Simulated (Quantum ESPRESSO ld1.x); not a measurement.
Q: These are the eigenvalues of the occupied orbitals of an atom or ion with whole-number occupations (hartree). Method: scalar-relativistic Kohn-Sham, LDA (Slater exchange, Perdew-Wang correlation), spin-polarised, spherical densities, point nucleus; computed with ld1.x of Quantum ESPRESSO 7.5.

| orbital | eigenvalue |
|---|---|
| 1s up | -1714.67 |
| 1s down | -1714.67 |
| 2s up | -280.919 |
| 2s down | -280.913 |
| 2p up | -250.796 |
| 2p down | -250.790 |
| 3s up | -62.1583 |
| 3s down | -62.0758 |
| 3p up | -52.7409 |
| 3p down | -52.6586 |
| 3d up | -39.9573 |
| 3d down | -39.8922 |
| 4s up | -13.0562 |
| 4s down | -12.8591 |
| 4p up | -9.96694 |
| 4p down | -9.76926 |
| 4d up | -5.63467 |
| 4d down | -5.43527 |
| 5s up | -2.58389 |
| 5s down | -2.40710 |
| 5p up | -1.82852 |
| 5p down | -1.67489 |
| 4f up | -1.03228 |

Which element is it, and in what charge state? The configuration may be excited. Open shells, if any, are filled with parallel spins first.

A: Z = 62, samarium, charge +3: Sm3+ in [Kr] 4d10 4f7 5s2 5p4. The list shows which subshells hold electrons but not how many an open one holds; the 1s level, -1714.7 hartree, gives Z - s = 58.6 by -(Z - s)^2/2, which with screening and relativity narrows Z to a few neighbours, and the depths of the outer levels then fix element, charge and occupations together.
